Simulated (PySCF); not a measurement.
Job file and geometry (Å, from GFN2-xTB) of an NMR shielding run on `P([SiH2]CCC)([SiH3])[SiH3]`, C3H15PSi3, PySCF, GIAO PBE0/pcSseg-1 NMR shielding, non-relativistic, gas phase; density fitting, a coarse starting grid and PySCF grid level 2 are the driver's defaults:

```
$ OMP_NUM_THREADS=1 python probes_run.py task.json out

{"job": {"kind": "nmr", "xc": "PBE0", "basis": "pcSseg-1"}, "charge": 0, "multiplicity": 1}
C     -3.281100    -0.023660    -0.515892
C     -2.649771     0.548093     0.744804
C     -1.172093     0.879522     0.560320
Si    -0.083559    -0.627070     0.157122
P      1.985048    -0.174106     0.854019
Si     3.100613    -1.893369     0.003293
Si     2.599275     1.497616    -0.474537
H     -4.346643    -0.186804    -0.368454
H     -2.819035    -0.972202    -0.777071
H     -3.151283     0.662012    -1.350374
H     -3.187202     1.456763     1.031357
H     -2.759600    -0.169141     1.560449
H     -1.072402     1.625634    -0.231916
H     -0.796665     1.346665     1.474276
H     -0.122786    -0.950637    -1.278488
H     -0.503000    -1.818382     0.903031
H      2.884597    -2.052821    -1.437508
H      2.633284    -3.086082     0.704488
H      4.517630    -1.648357     0.260482
H      2.278417     1.259371    -1.885346
H      4.044032     1.655494    -0.322327
H      1.891833     2.690844    -0.013361
```

Question: What does the program print?

Answer: 
```
coarse grid: 19056 points
cycle   1  E = -1332.4008390114  dE =  1.673e-01  |g| = 3.923e-01  |ddm| = 4.061e+00
cycle   2  E = -1332.3903766072  dE =  1.046e-02  |g| = 4.404e-01  |ddm| = 8.179e-01
cycle   3  E = -1332.4423016198  dE = -5.193e-02  |g| = 3.969e-02  |ddm| = 4.597e-01
cycle   4  E = -1332.4426232984  dE = -3.217e-04  |g| = 1.792e-02  |ddm| = 6.047e-02
cycle   5  E = -1332.4427044068  dE = -8.111e-05  |g| = 4.274e-03  |ddm| = 2.374e-02
cycle   6  E = -1332.4427089413  dE = -4.535e-06  |g| = 6.965e-04  |ddm| = 5.850e-03
final grid: 161912 points
cycle   7  E = -1332.4819845403  dE = -3.091e-05  |g| = 7.384e-03  |ddm| = 2.689e-02
cycle   8  E = -1332.4819772469  dE =  7.293e-06  |g| = 8.985e-03  |ddm| = 1.437e-02
cycle   9  E = -1332.4819984295  dE = -2.118e-05  |g| = 5.188e-04  |ddm| = 8.398e-03
cycle  10  E = -1332.4819984883  dE = -5.877e-08  |g| = 1.660e-04  |ddm| = 7.547e-04
cycle  11  E = -1332.4819984954  dE = -7.062e-09  |g| = 4.014e-05  |ddm| = 1.943e-04
cycle  12  E = -1332.4819984957  dE = -3.683e-10  |g| = 7.289e-06  |ddm| = 5.137e-05
converged SCF energy = -1332.4819984957

GIAO shielding tensors (ppm)
atom      isotropic    diamagn.    paramagn.     s11        s22        s33       span
  0 C      168.979     248.143     -79.164    157.286    165.260    184.392     27.106
  1 C      162.209     246.013     -83.804    157.212    158.135    171.279     14.066
  2 C      169.049     256.381     -87.332    152.353    165.090    189.704     37.351
  3 Si     388.168     883.525    -495.357    356.893    371.708    435.905     79.011
  4 P      685.278     972.790    -287.512    633.119    695.590    727.124     94.005
  5 Si     429.532     880.688    -451.157    391.375    426.311    470.908     79.533
  6 Si     429.013     881.441    -452.428    388.585    429.160    469.294     80.709
  7 H       30.454      26.888       3.567     25.778     27.285     38.300     12.523
  8 H       30.795      31.017      -0.222     25.866     31.385     35.135      9.270
  9 H       30.949      30.232       0.717     27.069     29.275     36.505      9.436
 10 H       29.788      29.295       0.493     23.912     28.372     37.082     13.170
 11 H       30.213      30.824      -0.610     25.688     29.223     35.728     10.040
 12 H       30.768      35.086      -4.318     25.645     31.620     35.039      9.395
 13 H       30.515      34.390      -3.875     24.238     31.365     35.941     11.703
 14 H       27.229      32.642      -5.413     22.718     27.690     31.279      8.561
 15 H       27.465      32.480      -5.015     22.912     27.159     32.325      9.413
 16 H       27.709      29.385      -1.676     23.762     25.995     33.370      9.608
 17 H       27.618      29.598      -1.980     23.649     25.320     33.884     10.235
 18 H       27.603      29.435      -1.832     23.550     25.023     34.235     10.684
 19 H       27.711      30.356      -2.645     24.195     25.683     33.256      9.061
 20 H       27.633      30.092      -2.459     23.647     25.104     34.148     10.501
 21 H       27.624      30.765      -3.141     23.425     26.107     33.339      9.914
```

Question: Turn these shieldings into chemical shifts. Referencing at the same level of theory: TMS for $^{13}$C (σ = 186.93 ppm) and $^{29}$Si (σ = 349.16 ppm) and $^{1}$H (σ = 31.72 ppm); $^{31}$P (σ = 318.38 ppm) against H3PO4.

Answer: Averaging equivalent atoms: C 1: 24.7; C 0: 17.9; C 2: 17.9; Si 3: -39.0; Si 5/6: -80.1; P 4: -366.9; H 14/15: 4.37; H 16/17/18/19/20/21: 4.07; H 10/11: 1.72; H 12/13: 1.08; H 7/8/9: 0.98 ppm. Experimental scales use liquid or dissolved standards, which lie at an offset from isolated H3PO4.

Size and cost of the density-fitted run: 222 basis functions, 84 s wall time on 1 thread of an Arm Neoverse N1, shared host; peak memory 1.1 GiB.
